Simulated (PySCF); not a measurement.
## The third ionisation energy along group 15

Calculated with PySCF 2.14 from differences of total energies of unrestricted determinants, without spin-orbit coupling. Values in eV. The last column holds reference values (NIST; (s) semi-empirical, (t) theoretical, else measured). Unmarked ones compare directly (S terms, centres of terms, or small fine structure); those marked * lie between the lowest fine-structure levels and include a spin-orbit shift.

```json
{"element": "N (x2c-QZVPPall with one added diffuse shell each of s, p, d, f type, spin-free X2C)", "configurations": "[He] 2s2 2p1 → [He] 2s2", "UHF": "47.298", "MP2 (valence and next inner shell)": "47.567", "LDA": "47.869", "r2SCAN": "48.230", "MP2 (valence)": "47.527", "SCS-MP2 (valence)": "47.480", "reference": "47.445 (s) *"}
{"element": "P (x2c-QZVPPall with one added diffuse shell each of s, p, d, f type, spin-free X2C)", "configurations": "[Ne] 3s2 3p1 → [Ne] 3s2", "UHF": "29.580", "MP2 (valence and next inner shell)": "29.927", "LDA": "30.196", "r2SCAN": "30.366", "MP2 (valence)": "29.912", "SCS-MP2 (valence)": "29.905", "reference": "30.203 *"}
{"element": "As (x2c-QZVPPall with one added diffuse shell each of s, p, d, f type, spin-free X2C)", "configurations": "[Ar] 3d10 4s2 4p1 → [Ar] 3d10 4s2", "UHF": "27.491", "MP2 (valence and next inner shell)": "27.979", "LDA": "28.259", "r2SCAN": "28.325", "MP2 (valence)": "27.782", "SCS-MP2 (valence)": "27.775", "reference": "28.349 ± 0.012 *"}
{"element": "Sb (x2c-QZVPPall with one added diffuse shell each of s, p, d, f type, spin-free X2C)", "configurations": "[Kr] 4d10 5s2 5p1 → [Kr] 4d10 5s2", "UHF": "24.149", "MP2 (valence and next inner shell)": "24.622", "LDA": "24.958", "r2SCAN": "24.874", "MP2 (valence)": "24.398", "SCS-MP2 (valence)": "24.393", "reference": "25.323 *"}
```

"Valence" correlates the outer s and p shells and, in groups 3 to 12 and the f block, the outer d or f shell, open or full, or the next shell where the ion has no valence electron left; the wider scheme adds the next inner shell.
